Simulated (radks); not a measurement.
The numbers below are computed, except where a source is named.
Spherical quantum dot in the effective-mass picture: electrons in a hard-walled sphere of radius 8.26, all in effective atomic units (hartree* = m*/eps^2 hartree, bohr* = eps/m* bohr), one dielectric constant everywhere. Level of theory: non-relativistic Kohn-Sham, LDA (Slater exchange, Perdew-Wang correlation), spin-polarised, spherical densities (a radial shooting solver with Libxc functionals). Levels are named by radial order and angular momentum (1s, 1p, 1d, 2s, ...), and open shells are averaged over m. Results are scaled to m* = 0.09 and eps = 15.7, for which hartree* = 9.936 meV and bohr* = 9.231 nm.

N = 21, configuration 1s2 1p6 1d10 1f(up 3, down 0). This is the lowest configuration that the search found. Occupied and some empty levels:

| level | occupation | eigenvalue (meV) | <r> (nm) |
|---|---|---|---|
| 1s up | 1 | 30.677 | 56.47 |
| 1s down | 1 | 30.814 | 56.31 |
| 1p up | 3 | 30.970 | 57.13 |
| 1p down | 3 | 31.110 | 57.03 |
| 1d up | 5 | 31.529 | 57.95 |
| 1d down | 5 | 31.671 | 57.88 |
| 1f up | 3 | 32.329 | 58.77 |
| 1f down | 0 | 32.474 | 58.73 |
| 1g up | 0 | 33.356 | 59.55 |
| 1g down | 0 | 33.503 | 59.52 |
| 2s up | 0 | 34.300 | 35.17 |
| 2s down | 0 | 34.341 | 34.99 |
| 2p up | 0 | 35.329 | 40.69 |
| 2p down | 0 | 35.386 | 40.56 |
| 2d up | 0 | 36.659 | 44.24 |
| 2d down | 0 | 36.729 | 44.13 |

Energy (meV): total 346.793, kinetic 63.636, external 0, Hartree 327.23, exchange-correlation -44.072.

Electron density:

| r (nm) | n(r) (e/nm^3) |
|---|---|
| 2.33 | 7.262e-08 |
| 6.12 | 9.004e-08 |
| 9.91 | 1.299e-07 |
| 13.7 | 2.065e-07 |
| 17.5 | 3.457e-07 |
| 21.3 | 5.910e-07 |
| 25.1 | 1.008e-06 |
| 28.8 | 1.697e-06 |
| 32.6 | 2.792e-06 |
| 36.4 | 4.462e-06 |
| 40.2 | 6.884e-06 |
| 44.0 | 0.00001015 |
| 47.8 | 0.00001415 |
| 51.6 | 0.00001838 |
| 55.4 | 0.00002177 |
| 59.1 | 0.00002275 |
| 62.9 | 0.00001997 |
| 66.7 | 0.00001350 |
| 70.5 | 5.803e-06 |
| 74.3 | 7.111e-07 |
